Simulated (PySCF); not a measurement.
# Correlation energy of Cu (copper, neutral)

[Ar] 3d10 4p1, 2P determinant (an excited configuration). All numbers are calculated (PySCF 2.14, scalar relativity by spin-free X2C-1e, in aug-cc-pVTZ-DK (8s7p5d3f2g, 93 functions)). Frozen: [Ar]; 11 electrons correlated.

| level | correlation energy (mhartree) |
| --- | --- |
| CCSD | -437.35 |
| (T) | -20.72 |
| CCSD(T) | -458.07 |

Diagnostics: T1 = 0.030, D1 = 0.1070, largest double amplitude 0.023.

Problem. Is a single reference adequate?

Solution. Yes: T1 lies below 0.03 and no double amplitude reaches 0.07.
